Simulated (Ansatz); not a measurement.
`S[SiH2][TeH]` + `BC=O` → `O=CB[TeH]` + `[SiH3]S`  (formal exchange of groups at a Te–Si bond)

Computed with Ansatz on PBE0-D4/def2-TZVP structures; ΔE is electronic, products minus reactants. CCSD(T)/CBS is the MP2 limit (def2-TZVPP, def2-QZVPP) plus CCSD(T) − MP2 in def2-TZVPP, frozen cores. Functionals use def2-TZVPP. Elements past krypton have def2 core potentials. For Te outer-core shells are correlated without core-valence functions, which leaves a few kJ/mol of doubt a bond. Each species was taken in one conformer, which may not be the lowest.

`S[SiH2][TeH]`:

```xyz
7

S    -0.984    1.069   -1.589
Si   -0.168    0.472    0.288
Te   -0.109   -2.021    0.410
H    -0.069    0.407   -2.318
H     1.211    0.973    0.512
H    -1.089    1.077    1.280
H     1.208   -1.977    1.418
```

`BC=O`:

Z-matrix (Å, degrees):
```
B
C 1 1.538
H 1 1.192 2 118.5
H 1 1.192 2 118.5 3 171.4
O 2 1.221 1 96.8 3 -85.7
H 2 1.104 1 141.2 3 94.3
```

`O=CB[TeH]`:

Z-matrix (Å, degrees):
```
C
B 1 1.574
O 1 1.209 2 123.5
H 1 1.119 2 117.2 3 179.3
Te 2 2.097 1 121.3 3 78.6
H 2 1.192 1 121.7 3 -103.4
H 5 1.660 2 95.3 1 -1.5
```

`[SiH3]S`:

Cartesian coordinates in Å:
```
Si -0.400 0.345 -0.003
S 0.546 -1.568 -0.117
H -0.169 0.991 1.314
H -1.844 0.066 -0.183
H 0.078 1.256 -1.073
H 1.789 -1.089 0.062
```

```tsv
level	ΔE (kJ/mol)
BLYP-D4	-19.2
PBE0	-20.3
CCSD/def2-SVP	-32.2
MP2/def2-TZVPP	-22.0
```

Question: What does CCSD(T)/CBS give? (Estimate.)

Answer: The calculation gave: -21.5 kJ/mol. The listed levels differ from it by 2.3, 1.2, -10.7, -0.5 kJ/mol.

Largest T1 diagnostic among the species: 0.021, so the coupled-cluster value is less sure than usual.

Leaving LDA and LC-ωPBE aside and taking each functional with its dispersion term where it has one, the values, not all of them listed here, spread over 8.3 kJ/mol, from B97M-V to ωB97M-V. At CCSD(T), def2-SVP lies −10.6 kJ/mol from the extrapolated value and def2-TZVPP −5.7 kJ/mol.
